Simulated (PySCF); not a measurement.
# UHF on F⁻ (fluorine, charge -1)

Configuration: [Ne], closed-shell 1S. All numbers are calculated (PySCF 2.14, no relativity, point nucleus, in dyall-acv3z).

```
Total energy                                     : -99.459264 hartree
One-electron energy                              : -144.0242 hartree
Hartree (Coulomb) energy                         : 54.8392 hartree
Exchange energy                                  : -10.2743 hartree
Kinetic energy                                   : 99.45879 hartree
⟨S²⟩                                             : 0.0000
⟨L²⟩                                             : 0.000
Sum of ⟨r⟩                                       : 9.956 bohr
Sum of ⟨r²⟩                                      : 15.98 bohr²
Density at the nucleus (Gaussians lack the cusp) : 443 bohr⁻³
Langevin diamagnetic susceptibility              : -12.7 ×10⁻⁶ cm³/mol
```

```json
{"shell": "1s", "electrons": "2", "mean orbital energy (hartree)": "-25.82966", "rms radius, mean of both spins (bohr)": "0.204"}
{"shell": "2s", "electrons": "2", "mean orbital energy (hartree)": "-1.07459", "rms radius, mean of both spins (bohr)": "1.15"}
{"shell": "2p", "electrons": "6", "mean orbital energy (hartree)": "-0.18097", "rms radius, mean of both spins (bohr)": "1.49"}
```
